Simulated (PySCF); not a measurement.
## Orbital picture of NiH⁺

M06-L at R = 1.480 Å; basis Ni def2-TZVPPD, H def2-TZVPPD; no relativity; PySCF 2.14. State: ³Δ (triplet), unpaired electrons σ ↑, δ ↑. Only the outer orbitals are listed, counted within each symmetry.

```json
{"spin": "α", "orbital": "6σ", "occ.": "1", "ε (eV)": "-18.06", "on Ni (%)": "86", "main shells (%)": "83 Ni d, 14 H s"}
{"spin": "α", "orbital": "1δ", "occ.": "1", "ε (eV)": "-18.02", "on Ni (%)": "100", "main shells (%)": "100 Ni d"}
{"spin": "α", "orbital": "1δ", "occ.": "1", "ε (eV)": "-16.96", "on Ni (%)": "100", "main shells (%)": "100 Ni d"}
{"spin": "α", "orbital": "3π", "occ.": "1", "ε (eV)": "-16.75", "on Ni (%)": "100", "main shells (%)": "100 Ni d"}
{"spin": "α", "orbital": "3π", "occ.": "1", "ε (eV)": "-16.75", "on Ni (%)": "100", "main shells (%)": "100 Ni d"}
{"spin": "α", "orbital": "7σ", "occ.": "1", "ε (eV)": "-14.67", "on Ni (%)": "83", "main shells (%)": "58 Ni s, 20 H s, 15 Ni d"}
{"spin": "α", "orbital": "8σ", "occ.": "0", "ε (eV)": "-9.49", "on Ni (%)": "84", "main shells (%)": "60 Ni s, 22 Ni p, 20 H s"}
{"spin": "α", "orbital": "4π", "occ.": "0", "ε (eV)": "-6.72", "on Ni (%)": "98", "main shells (%)": "98 Ni p"}
{"spin": "α", "orbital": "4π", "occ.": "0", "ε (eV)": "-6.72", "on Ni (%)": "98", "main shells (%)": "98 Ni p"}
{"spin": "β", "orbital": "6σ", "occ.": "1", "ε (eV)": "-16.04", "on Ni (%)": "67", "main shells (%)": "40 Ni d, 33 H s, 22 Ni s"}
{"spin": "β", "orbital": "1δ", "occ.": "1", "ε (eV)": "-15.91", "on Ni (%)": "100", "main shells (%)": "100 Ni d"}
{"spin": "β", "orbital": "3π", "occ.": "1", "ε (eV)": "-15.52", "on Ni (%)": "100", "main shells (%)": "100 Ni d"}
{"spin": "β", "orbital": "3π", "occ.": "1", "ε (eV)": "-15.52", "on Ni (%)": "100", "main shells (%)": "100 Ni d"}
{"spin": "β", "orbital": "1δ", "occ.": "0", "ε (eV)": "-13.95", "on Ni (%)": "100", "main shells (%)": "100 Ni d"}
{"spin": "β", "orbital": "7σ", "occ.": "0", "ε (eV)": "-13.47", "on Ni (%)": "89", "main shells (%)": "49 Ni d, 40 Ni s, 11 H s"}
{"spin": "β", "orbital": "8σ", "occ.": "0", "ε (eV)": "-9.65", "on Ni (%)": "81", "main shells (%)": "44 Ni p, 25 Ni s, 18 H s"}
```

Which are the highest filled and the lowest empty level, where do they sit, and how wide is the gap?

Highest filled α 7σ at -14.67 eV (in %: 58 Ni s, 20 H s, 15 Ni d); lowest empty β 1δ at -13.95 eV (in %: 100 Ni d); the gap at M06-L is 0.72 eV.

- bond order (Mayer): 0.83
- ⟨S²⟩: 2.003
- charge on Ni (Mulliken, basis-dependent): 0.64
- charge on Ni (Löwdin, basis-dependent): 1.08
- dipole moment (positive dipole points towards H; it is taken about the centre of mass and depends on that origin): -1.42 D

The state is the lowest single determinant that the PBE0 search found; with open d or f shells the true ground state can be another one.
